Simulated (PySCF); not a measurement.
From one molecule to another.

First species: Ammonium, NH₄ (charge +1).
SMILES: `[NH4+]`

Second species: C4H7NO2Si2.
Atom-mapped SMILES: `[N:1]#[C:2][CH2:3][C@H:4]1[SiH2:5][O:6][SiH2:7][C:8]1=[O:9]` (hydrogens: H10, H11 on C3; H12 on C4; H13, H14 on Si5; H15, H16 on Si7)

Levels: B3LYP/def2-SVPD for HOMO energy, LUMO energy, HOMO–LUMO gap and static isotropic polarisability; TDDFT B3LYP/def2-SVPD for lowest singlet excitation; TDA B3LYP/def2-SVPD for lowest triplet excitation (Tamm–Dancoff). Geometries: GFN2-xTB. Each structure is a single optimised conformer of the isolated species, non-relativistic unless stated; the electronic structure was computed with PySCF and density fitting.

```
                                property  column X   column Y
                             HOMO energy  -7.09 eV  -22.47 eV
                             LUMO energy  -2.15 eV   -6.30 eV
                           HOMO–LUMO gap   4.94 eV   16.17 eV
               lowest singlet excitation   3.34 eV   14.89 eV
lowest triplet excitation (Tamm–Dancoff)   2.73 eV   13.98 eV
         static isotropic polarisability  100.8 au     9.2 au
```

Question: Which column belongs to which species?

Answer: Column X is the second species and column Y the first. The first has 5 atoms and 10 electrons, the second 16 and 82; their charges are +1 and 0, their HOMO energies -22.47 eV and -7.09 eV.

Question: How does each property change from the first species to the second?

Answer: HOMO energy +15.38 eV; LUMO energy +4.15 eV; HOMO–LUMO gap -11.23 eV; lowest singlet excitation -11.55 eV; lowest triplet excitation (Tamm–Dancoff) -11.25 eV; static isotropic polarisability +91.6 au.

On the first: The polarisability is 1.36 Å³ as a volume (1 au = 0.148185 Å³), or 0.92 au for each of the 10 electrons. S1 lies 1.28 eV below the HOMO–LUMO gap.

On the second: The vertical singlet–triplet gap S1 − T1 is 0.61 eV (TDDFT singlet less Tamm–Dancoff triplet; S1: HOMO→LUMO, weight 0.98; T1: HOMO→LUMO, weight 0.97). The principal polarisabilities are 80.1, 99.1 and 123.3 au; their mean is the isotropic value.
